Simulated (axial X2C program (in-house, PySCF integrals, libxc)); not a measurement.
CsSn: properties at the nuclei

Calculated with an axial X2C code built on PySCF integrals: two-component X2C with atomic mean-field Coulomb and Gaunt terms, Gaussian nuclei, basis Cs dyall-cv3z, Sn dyall-cv3z with contracted cores.

R = 3.510 Å (near the PBE0 minimum at charge 0 of the determinant lowest at the starting distance; the state shown can have its own minimum elsewhere).

Input and command:
```json
{"zs": [55, 50], "q": 0, "bas": ["dyall-cv3z", "dyall-cv3z"], "r0": 3.72, "levels": ["PBE0", "HF", "LDA", "PBE", "BP86"], "nst": 2}
```
```bash
python soeom.py task.json out
```

Keys: zs atomic numbers; q charge; bas basis sets; r0 starting distance in Å; levels methods; nst determinants followed.

Determinant lowest in the PBE0 search, Ω = 3/2 (⟨Sz⟩ = 1.48, ⟨Lz⟩ = 0.02 at PBE0), spin on the atoms Cs 0.17, Sn 1.31:

```csv
level,Eeff magnitude (GV/cm),Ws magnitude Cs (kHz),Ws magnitude Sn (kHz),A∥/gI Cs (MHz),qzz Cs (a.u.),A∥/gI Sn (MHz),qzz Sn (a.u.),μ (D)
PBE0,7.58,1.47,1.71,370,-0.39,-400,0.09,-10.30
HF,8.64,1.46,2.15,263,-0.62,-590,-0.40,-12.00
LDA,6.44,1.33,1.38,458,-0.36,-289,0.30,-9.19
PBE,6.68,1.33,1.46,427,-0.33,-362,0.34,-9.26
BP86,6.6,1.34,1.43,423,-0.35,-340,0.24,-9.48
```

Eeff is the effective electric field on the electron electric dipole moment in this Ω state and Ws the scalar–pseudoscalar constant of the nucleus named (defined with the proton number Z and per Ω); A∥ (defined per Ω) follows by multiplying with gI = μI/(I μN); qzz is the electric field gradient, eQq0 = 234.96 MHz × Q/barn × qzz; μ is positive if the Sn end (last atom) is positive. The operators were transformed with the bare-nucleus X2C matrices; with these basis sets, hyperfine constants and field gradients can be off by tens of per cent, and where levels differ in sign neither size nor sign is settled.

Q: With gI(133Cs) = 0.7377, Q(133Cs) = -0.00343 barn (g factors from the IAEA table of nuclear moments by Stone; Q from Pyykkö, Mol. Phys. 2018), turn the PBE0 values of the first state into constants in MHz.

A: A∥(133Cs) = 370 × 0.7377 = 273 MHz; eQq0(133Cs) = 234.96 × (-0.00343) × (-0.39) = 0.314 MHz.

Each state is one determinant with collinear spin, which with several unpaired electrons need not be a pure state. Unrestricted Hartree–Fock can overshoot spin polarisation at the nuclei. This is the top spin component of a Σ state; components of lower Ω are not single determinants and can lie lower. With several open shells hyperfine constants can be off by a factor of several. States lie within half an eV, so the first need not be the ground state. Further determinants of the search, some of them spin-mixed, are not shown. Where a field gradient or hyperfine factor spreads by more than a factor of two over the levels, a constant derived from it is not to be relied on.
